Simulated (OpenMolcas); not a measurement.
**Multiconfigurational calculation on Ne2+**

Input:

```
&GATEWAY
Coord
1

Ne 0.0 0.0 0.0
Basis=ANO-RCC
Group=XYZ
NoMove
AngMom=0.0 0.0 0.0
AMFI
&SEWARD
* reference wave functions (RASSCF and RASSI steps not shown): 6 electrons in 8 orbitals (2s 2p 3s 3p)
>>> COPY JOB001 $Project.JobIph
&CASPT2
Multistate=3 1 2 3
Frozen=0 0
IPEA=0.25
Imaginary=0.1
MaxIter=60
WThr=0.0 0.3 0.05
PrWF=0.5
NoMix
>>> COPY JOB002 $Project.JobIph
&CASPT2
Multistate=6 1 2 3 4 5 6
Frozen=0 0
IPEA=0.25
Imaginary=0.1
MaxIter=60
WThr=0.0 0.3 0.05
PrWF=0.5
NoMix
>>> COPY JOB003 $Project.JobIph
&CASPT2
Multistate=3 1 2 3
Frozen=0 0
IPEA=0.25
Imaginary=0.1
MaxIter=60
WThr=0.0 0.3 0.05
PrWF=0.5
NoMix
...
```

Launched by
```bash
OMP_NUM_THREADS=1 MOLCAS_MEM=2252 MOLCAS_PROJECT=a pymolcas a.inp > a.log  # once for each step of the input, in one work folder
```

Output, cut to the results:

```
--- CASPT2 ---
Orbital specifications:
      -----------------------

      Symmetry species                           1   2
                                                ag  au
      Frozen orbitals                            0   0
      Inactive orbitals                          1   0
      Active orbitals                            2   6
      Secondary orbitals                        43  36
      Deleted orbitals                           0   0
      Number of basis functions                 46  42
Type of calculation                        MS-CASPT2
      Fock operator                              state-specific
      IPEA shift                                 0.25
      Real shift                                 0.00
      Imaginary shift                            0.10
      The input orbitals will be transformed to quasi-canonical
Reference energy:        -126.5693662092
      E2 (Non-variational):      -0.1677189109
      Shift correction:          -0.0000159817
      E2 (Variational):          -0.1677348926
      Total energy:            -126.7371011018
      Residual norm:              0.0000002264
      Reference weight:           0.98794
      Contributions to the CASPT2 correlation energy
      Active & Virtual Only:         -0.1232966506
      One Inactive Excited:          -0.0193828578
      Two Inactive Excited:          -0.0250394026
Reference energy:        -126.5693662092
      E2 (Non-variational):      -0.1677172023
      Shift correction:          -0.0000159801
      E2 (Variational):          -0.1677331824
      Total energy:            -126.7370993916
      Residual norm:              0.0000002264
      Reference weight:           0.98794
      Contributions to the CASPT2 correlation energy
      Active & Virtual Only:         -0.1232949418
      One Inactive Excited:          -0.0193828579
      Two Inactive Excited:          -0.0250394026
::    CASPT2 Root  1     Total energy:   -126.73710110
::    CASPT2 Root  2     Total energy:   -126.73709939
::    CASPT2 Root  3     Total energy:   -126.73707455
::    MS-CASPT2 Root  1     Total energy:   -126.73710110
::    MS-CASPT2 Root  2     Total energy:   -126.73709939
::    MS-CASPT2 Root  3     Total energy:   -126.73707455
--- CASPT2 ---
Orbital specifications:
      -----------------------

      Symmetry species                           1   2
                                                ag  au
      Frozen orbitals                            0   0
      Inactive orbitals                          1   0
      Active orbitals                            2   6
      Secondary orbitals                        43  36
      Deleted orbitals                           0   0
      Number of basis functions                 46  42
Type of calculation                        MS-CASPT2
      Fock operator                              state-specific
      IPEA shift                                 0.25
      Real shift                                 0.00
      Imaginary shift                            0.10
      The input orbitals will be transformed to quasi-canonical
Reference energy:        -126.4433192078
      E2 (Non-variational):      -0.1763900631
      Shift correction:          -0.0000177863
      E2 (Variational):          -0.1764078495
      Total energy:            -126.6197270573
      Residual norm:              0.0000004495
      Reference weight:           0.98691
      Contributions to the CASPT2 correlation energy
      Active & Virtual Only:         -0.1322490308
      One Inactive Excited:          -0.0187478203
      Two Inactive Excited:          -0.0253932120
Reference energy:        -126.4433192078
      E2 (Non-variational):      -0.1763801097
      Shift correction:          -0.0000177819
      E2 (Variational):          -0.1763978916
      Total energy:            -126.6197170994
      Residual norm:              0.0000004656
      Reference weight:           0.98691
      Contributions to the CASPT2 correlation energy
      Active & Virtual Only:         -0.1322390600
      One Inactive Excited:          -0.0187478481
      Two Inactive Excited:          -0.0253932016
::    CASPT2 Root  1     Total energy:   -126.61972706
::    CASPT2 Root  2     Total energy:   -126.61971710
::    CASPT2 Root  3     Total energy:   -126.61971648
::    CASPT2 Root  4     Total energy:   -126.61968674
::    CASPT2 Root  5     Total energy:   -126.61972601
::    CASPT2 Root  6     Total energy:   -126.48514844
::    MS-CASPT2 Root  1     Total energy:   -126.61997354
::    MS-CASPT2 Root  2     Total energy:   -126.61986916
::    MS-CASPT2 Root  3     Total energy:   -126.61971674
::    MS-CASPT2 Root  4     Total energy:   -126.61959187
::    MS-CASPT2 Root  5     Total energy:   -126.61943384
::    MS-CASPT2 Root  6     Total energy:   -126.48513667
--- CASPT2 ---
Orbital specifications:
      -----------------------

      Symmetry species                           1   2
                                                ag  au
      Frozen orbitals                            0   0
      Inactive orbitals                          1   0
      Active orbitals                            2   6
      Secondary orbitals                        43  36
      Deleted orbitals                           0   0
      Number of basis functions                 46  42
Type of calculation                        MS-CASPT2
      Fock operator                              state-specific
      IPEA shift                                 0.25
      Real shift                                 0.00
      Imaginary shift                            0.10
      The input orbitals will be transformed to quasi-canonical
Reference energy:        -125.6001509923
      E2 (Non-variational):      -0.2001239648
      Shift correction:          -0.0000556577
      E2 (Variational):          -0.2001796225
      Total energy:            -125.8003306147
      Residual norm:              0.0000006908
      Reference weight:           0.97896
...
```

Levels above the lowest, from the spin-orbit matrix with the single-state CASPT2 energies, averaged by term, on its diagonal:

```
Configuration  Term  J  E (cm-1)  Measured (cm-1)  Term weight %
      2s2 2p4    3P  2       0.0              0.0            100
      2s2 2p4    3P  1       586              650            100
      2s2 2p4    3P  0       863              927            100
      2s2 2p4    1D  2     26064            25841            100
      2s2 2p4    1S  0     55604            55747            100
       2s 2p5   3P*  2    205605                             100
       2s 2p5   3P*  1    206176           204879            100
       2s 2p5   3P*  0    206465           205204            100
       2s 2p5   1P*  1    293058                             100
```

Against the 6 measured excited levels shown (Moore, Atomic Energy Levels, vol. I, NSRDS-NBS 35 (1971 reprint of NBS Circular 467, 1949)) the mean absolute deviation is 510 cm-1; the largest miss in energy is 2s 2p5 3P* 1: computed 206176, measured 204879 cm-1 (+0.6 %), and the largest in proportion 2s2 2p4 3P1 (-9.9 %).

Active for correlation alone: 3p 3s; no level in the range computed is led by a configuration that fills them, so any true level of that kind is missing. Measured partners are found by configuration, term and J. A level has none where our copy of the source lacks it or the pairing is in doubt (some pairs that miss far off the trend of their configuration count as doubtful), and it then counts in no deviation. Only configurations of the active space appear. The first state left out of the spin-orbit step lies near 460000 cm-1 above the lowest spin-free state of the reference (among the parities and spins computed), and the list stops at four fifths of that energy or lower.

The CASPT2 steps took 13 s on 1 thread of Intel(R) Xeon(R) Platinum 8375C CPU @ 2.90GHz (Ice Lake), on a shared host; the integral step is not counted.

The term weight is that of the spin-free term in the level, not the purity of its configuration. * marks odd parity.
